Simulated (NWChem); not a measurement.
CsBr; SMILES [Br][Cs]

```xyz
2

Cs     0.0000     0.0000    -1.2090
Br     0.0000     0.0000     1.8904
```
Atoms are numbered in this order, from 1.

Geometry: optimised at PBE0-D3(BJ)/def2-TZVP. def2 effective core potentials on Cs; no spin-orbit coupling.

List the 6 lowest vertical singlet excitations from PBE0/def2-SVP with def2 effective core potentials on Cs, TDA (NWChem).


```tsv
state	energy (eV)	oscillator strength	leading excitation (squared amplitude)
S1	3.43	0.010	HOMO → LUMO (0.97)
S2	3.43	0.010	HOMO−1 → LUMO (0.97)
S3	3.65	0.069	HOMO−2 → LUMO (0.97)
S4	4.67	0.010	HOMO−1 → LUMO+1 (0.49)
S5	4.68	0.000	HOMO−1 → LUMO+2 (0.50)
S6	4.68	0.000	HOMO−1 → LUMO+1 (0.50)
```
